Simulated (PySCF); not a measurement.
Zn⁺ (zinc, charge +1): UHF calculation

Configuration: [Ar] 3d10 4s1, 2S determinant. All numbers are calculated (PySCF 2.14, the non-relativistic Hamiltonian (point nucleus), in 6-31G*).

| Property | Result |
| --- | --- |
| Total energy | -1777.209131 hartree |
| One-electron energy | -2474.2743 hartree |
| Hartree (Coulomb) energy | 766.6275 hartree |
| Exchange energy | -69.5624 hartree |
| Kinetic energy | 1777.04659 hartree |
| ⟨S²⟩ | 0.7502 |
| ⟨L²⟩ | 0.000 |
| Sum of ⟨r⟩ | 18.61 bohr |
| Sum of ⟨r²⟩ | 22.23 bohr² |
| Density at the nucleus (Gaussians lack the cusp) | 17400 bohr⁻³ |
| Spin density at the nucleus | 4.97 bohr⁻³ |
| Langevin diamagnetic susceptibility | -17.6 ×10⁻⁶ cm³/mol |
| Time after the integrals | 0.06 s of wall time on 1 thread of Neoverse-V2 (shared host) |

```tsv
shell	electrons	mean orbital energy (hartree)	rms radius, mean of both spins (bohr)
1s α	1	-353.60333	0.0591
1s β	1	-353.60029	0.0591
2s α	1	-44.67698	0.248
2s β	1	-44.67409	0.248
2p β	3	-39.24280	0.221
2p α	3	-39.24279	0.221
3s α	1	-5.94976	0.742
3s β	1	-5.93887	0.742
3p α	3	-4.15225	0.783
3p β	3	-4.14906	0.783
3d α	5	-1.07591	0.961
3d β	5	-1.07223	0.961
4s α	1	-0.59975	2.79
```
